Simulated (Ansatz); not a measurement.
H4AsSi, doublet, geometry from GFN2-xTB; REVPBE/def2-SVP (Ansatz, a quantum-chemistry and plane-wave program).

Input for Ansatz:
Ansatz 0.2 input:
```yaml
crystal:
  periodic: [false, false, false]
  atoms:
    - {symbol: Si, position_ang: [-1.40329534, -0.53462063, 0.03897477]}
    - {symbol: As, position_ang: [0.72861432, 0.32423351, -0.02335434]}
    - {symbol: H, position_ang: [-1.67313328, -1.31833068, 1.25215617]}
    - {symbol: H, position_ang: [-2.36838393, 0.56910308, 0.00592110]}
    - {symbol: H, position_ang: [-1.70511391, -1.41474898, -1.09857261]}
    - {symbol: H, position_ang: [1.34849332, -1.05104054, 0.06554169]}
basis:
  gaussian:
    orbitals: def2-SVP
hamiltonian:
  xc: revpbe
magnetization: {spin_polarized: true, initial_magnetization: 1}
```

What does Ansatz print? Leave out banner, timings and long lists.


```
Functional definition: revPBE
791 factors; their error is unknown
mean field evaluation 1: about -68765.9440 eV, gradient 1.2e1 eV
mean field evaluation 2: about -68766.0761 eV, gradient 1.2e1 eV
mean field evaluation 4: about -68766.8466 eV, gradient 2.6e-1 eV
mean field evaluation 8: about -68766.8453 eV, gradient 2.2e-2 eV
mean field evaluation 16: about -68766.7785 eV, gradient 4.5e-5 eV
mean field -68766.77853777 eV, -2527.1324994664 hartree, gradient 4.5e-5 eV, S^2 0.753020; 0 other end points of the search recorded, 0 dependent functions left out
reference -68766.77857314 eV, -2527.1325007663 hartree; 26, 25 occupied and 44, 45 virtual orbitals, 791 factors
Total energy: -68766.77857314 eV, -2527.1325007663 hartree
```
